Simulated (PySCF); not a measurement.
Two species compared at the same levels of theory.

First species: N-ethylpropylamine, C5H13N.
Geometry (GFN2-xTB, Å), atoms numbered from 1 in this order:
```xyz
19
C5H13N angstrom
C     -2.3247    0.9952   -0.4409
C     -1.9994   -0.4804   -0.2501
C     -0.5679   -0.7975   -0.6758
N      0.3791   -0.0659    0.1415
C      1.7641   -0.3136   -0.2036
C      2.6847    0.4725    0.7191
H     -3.3162    1.2230   -0.0568
H     -2.2936    1.2557   -1.4961
H     -1.5921    1.6024    0.0829
H     -2.1254   -0.7489    0.8017
H     -2.6880   -1.0933   -0.8354
H     -0.4167   -0.4834   -1.7138
H     -0.4025   -1.8915   -0.6310
H      0.2282   -0.2975    1.1203
H      1.9082    0.0174   -1.2373
H      2.0224   -1.3889   -0.1602
H      3.7215    0.3387    0.4224
H      2.5724    0.1361    1.7479
H      2.4361    1.5293    0.6729
```

Second species: C5H4F4O.
Z-matrix (Å and degrees, GFN2-xTB geometry), rows numbered from 1:
```
C 
C   1  1.4789
C   2  1.3425  1  127.84
C   3  1.4709  2  122.35  1   179.60
O   4  1.1792  3  129.23  2  -179.93
F   4  1.3656  3  111.32  2    -0.04
C   3  1.5123  2  125.78  1    -0.06
F   7  1.3397  3  111.56  2   118.37
F   7  1.3387  3  111.66  2  -121.60
F   7  1.3406  3  113.76  2    -1.59
H   1  1.0853  2  110.65  3   179.64
H   1  1.0895  2  110.83  3    58.40
H   1  1.0898  2  110.61  3   -59.31
H   2  1.0835  1  116.08  3   179.85
```

Levels: PBE0/def2-SVPD for dipole moment, HOMO energy, LUMO energy, HOMO–LUMO gap, static isotropic polarisability and electronic spatial extent ⟨r²⟩ about the centre of nuclear charge; TDDFT PBE0/def2-SVPD for lowest singlet excitation; TDA PBE0/def2-SVPD for lowest triplet excitation (Tamm–Dancoff); GFN2-xTB for rotational constant A and rotational constant C. Geometries: GFN2-xTB. Each species is one conformer at its optimised geometry, gas phase, non-relativistic unless stated. Electronic properties by PySCF.

Dipoles, sizes and rotational constants follow the conformer. The torsions of the flexible species, by atom-mapped SMILES:
- `[CH3:1][CH2:2][CH2:3][NH:4][CH2:5][CH3:6]`: C1–C2–C3–N4 62°, C2–C3–N4–C5 180°, C3–N4–C5–C6 -179°
- `[CH3:1]/[CH:2]=[C:3](/[C:4](=[O:5])[F:6])[C:7]([F:8])([F:9])[F:10]`: C2–C3–C4–O5 180°, C2–C3–C7–F8 118°

| property | column X | column Y |
| --- | --- | --- |
| dipole moment | 0.90 D | 4.83 D |
| HOMO energy | -6.37 eV | -9.11 eV |
| LUMO energy | 0.79 eV | -2.50 eV |
| HOMO–LUMO gap | 7.16 eV | 6.61 eV |
| lowest singlet excitation | 5.92 eV | 5.12 eV |
| lowest triplet excitation (Tamm–Dancoff) | 5.70 eV | 3.76 eV |
| static isotropic polarisability | 73.0 au | 67.2 au |
| electronic spatial extent ⟨r²⟩ about the centre of nuclear charge | 933 bohr² | 1339 bohr² |
| rotational constant A | 8.377 GHz | 1.643 GHz |
| rotational constant C | 1.392 GHz | 0.822 GHz |

Task: Which column belongs to which species?

Result: Column X is the first species and column Y the second. The first has 19 atoms and 50 electrons, the second 14 and 78.

Task: How does each property change from the first species to the second?

Result: dipole moment +3.93 D; HOMO energy -2.74 eV; LUMO energy -3.29 eV; HOMO–LUMO gap -0.55 eV; lowest singlet excitation -0.80 eV; lowest triplet excitation (Tamm–Dancoff) -1.94 eV; static isotropic polarisability -5.8 au; electronic spatial extent ⟨r²⟩ about the centre of nuclear charge +406 bohr²; rotational constant A -6.734 GHz; rotational constant C -0.570 GHz.

On the first: No computed singlet falls in the visible range (750 to 380 nm, 1.65 to 3.26 eV); S1 lies 2.66 eV above its blue end. The dipole matches unit charges of opposite sign 0.19 Å apart (1 e·Å = 4.8032 D).

On the second: In wavenumbers S1 is 41300 cm⁻¹ (1 eV = 8065.54 cm⁻¹). The dipole matches unit charges of opposite sign 1.01 Å apart (1 e·Å = 4.8032 D).
